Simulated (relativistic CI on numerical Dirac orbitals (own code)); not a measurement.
Charge states of lanthanum

Computed by Dirac-Coulomb-Breit CI, orbitals from a KLI potential per configuration, QED by a radiative potential, valence Slater integrals scaled by 0.9 (own radial code, finite nucleus).

Each species is treated in one configuration, given outside its closed core. Radial values are for the open shell of highest l, unscaled and averaged over j; ζ includes the Breit term. Labels give the leading LS character, summed over repeated terms.

```tsv
Ion	Configuration	Its lowest level	LS weight (%)	⟨r⟩ (bohr)	⟨r²⟩ (bohr²)	ζ (cm⁻¹)	Next level	E (cm⁻¹)
La⁴⁸⁺	2s2.2p5	2P°_3/2	100	0.09109	0.01008	2.29e+06	2P°_1/2	3.4403e+06
La⁴⁹⁺	2s2.2p4	3P_2	70	0.09037	0.009918	2.332e+06	1S_0	322890
La⁵⁰⁺	2s2.2p3	?	?	?	?	?	?	?
La⁵¹⁺	2s2.2p2	3P_0	70	0.08899	0.009604	2.417e+06	3P_1	3.4435e+06
La⁵²⁺	2s2.2p	2P°_1/2	100	0.08833	0.009456	2.461e+06	2P°_3/2	3.6969e+06
La⁵³⁺	2s2	1S_0	100					
La⁵⁴⁺	2s	2S_1/2	100	0.1008	0.01197			
La⁵⁵⁺	1s2	1S_0	100
```

(1) Fill in the row of La⁵⁰⁺.

Answers

(1) Its lowest level J = 3/2 (mixed); LS weight (%) 47; ⟨r⟩ (bohr) 0.08967; ⟨r²⟩ (bohr²) 0.009758; ζ (cm⁻¹) 2.374e+06; Next level 4S°_3/2; E (cm⁻¹) 3.3511e+06.
